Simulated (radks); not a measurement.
Results of a calculation; reference values are marked as such.
Task: These are the eigenvalues of the occupied orbitals of an atom or ion with whole-number occupations (hartree). Code: a radial shooting solver on a logarithmic mesh with Libxc functionals. Model: Dirac Kohn-Sham, relativistic LDA (MacDonald-Vosko exchange, VWN5 correlation), spin-unpolarised, spherical densities, finite nucleus; Fermi nuclear charge, rms radius of each element as measured or else 0.836 A^(1/3) + 0.57 fm.

1s1/2: -1098.263
2s1/2: -254.5593
2p1/2: -249.0041

Which element is it, and in what charge state? The configuration may be excited. Open shells, if any, fill j = l - 1/2 first.

Result: Z = 48, cadmium, charge +42: Cd42+ in [He] 2s2 2p2. The list shows which subshells hold electrons but not how many an open one holds; the 1s level, -1098.3 hartree, gives Z - s = 46.9 by -(Z - s)^2/2, which with screening and relativity narrows Z to a few neighbours, and the depths of the outer levels then fix element, charge and occupations together.
